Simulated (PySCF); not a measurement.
Species: CH9ClOSi3.
Z-matrix (Å and degrees, GFN2-xTB geometry), rows numbered from 1:
```
C 
Si  1  1.9039
Si  2  2.3100  1  113.49
O   2  1.6480  1  106.79  3  -118.77
Si  4  1.6044  2  157.17  1    72.34
Cl  5  2.0108  4  108.93  2    26.79
H   1  1.0879  2  111.57  3    48.49
H   1  1.0861  2  110.93  3   -71.36
H   1  1.0873  2  111.57  3   168.60
H   2  1.4707  1  108.90  3   134.17
H   3  1.4682  2  110.65  1    80.76
H   3  1.4687  2  113.20  1   -38.38
H   3  1.4667  2  113.27  1  -159.70
H   5  1.4556  4  108.15  2   -91.14
H   5  1.4542  4  105.73  2   144.18
```

Computed, not measured: TDDFT B3LYP/def2-SVPD, vertical, gas phase, core orbitals frozen in the response (PySCF 2.14.0, density-fitted response routines).

| state | λ (nm) | E (eV) | f | main configurations (H = HOMO, L = LUMO) |
| --- | --- | --- | --- | --- |
| S1 | 191.2 | 6.49 | 0.029 | H→L (97%) |
| S2 | 181.6 | 6.83 | 0.031 | H→L+1 (93%) |
| S3 | 179.6 | 6.91 | 0.011 | H-1→L (92%) |
| S4 | 172.5 | 7.19 | 0.017 | H→L+2 (95%) |
| S5 | 169.9 | 7.30 | 0.029 | H-1→L+1 (67%), H→L+3 (28%) |
| S6 | 168.5 | 7.36 | 0.020 | H→L+3 (60%), H-1→L+1 (27%) |
| S7 | 164.1 | 7.56 | 0.0092 | H-2→L (54%), H-1→L+2 (24%) |
| S8 | 162.6 | 7.62 | 0.013 | H-1→L+3 (29%), H-1→L+2 (29%), H→L+4 (15%) |

Triplets, Tamm–Dancoff:

```
state  E (eV)  λ (nm)  main configurations (H = HOMO, L = LUMO)
   T1    5.82   213.0                                 H→L (90%)
   T2    6.12   202.5                               H→L+1 (84%)
   T3    6.61   187.6                               H-1→L (87%)
```

The lowest singlet lies at 6.49 eV (191 nm, vacuum ultraviolet) and is weak; its leading configuration is HOMO→LUMO (97%). The largest oscillator strength of a single state is 0.031. Löwdin shares by element: HOMO silicon 46% or more, oxygen 19%, carbon 12% (atoms not listed hold the other 23%); LUMO silicon 49% or more, hydrogen 8% or more, oxygen 7% (atoms not listed hold the other 36%). Weighted by f, the mean energy of these states is 7.07 eV. Of the 8 states listed, 7 reach f = 0.01 and none stays under 0.0005. The listed states span 1.14 eV, and the widest gap between neighbours is 0.34 eV (S1 to S2). Singlets were solved by full linear response, triplets in the Tamm–Dancoff approximation.

On an Intel Xeon Platinum 8259CL at 2.50 GHz with one thread, no GPU, on a shared host, this took 48 s wall and 0.82 GiB of memory at its peak.

One conformer stands for the species.
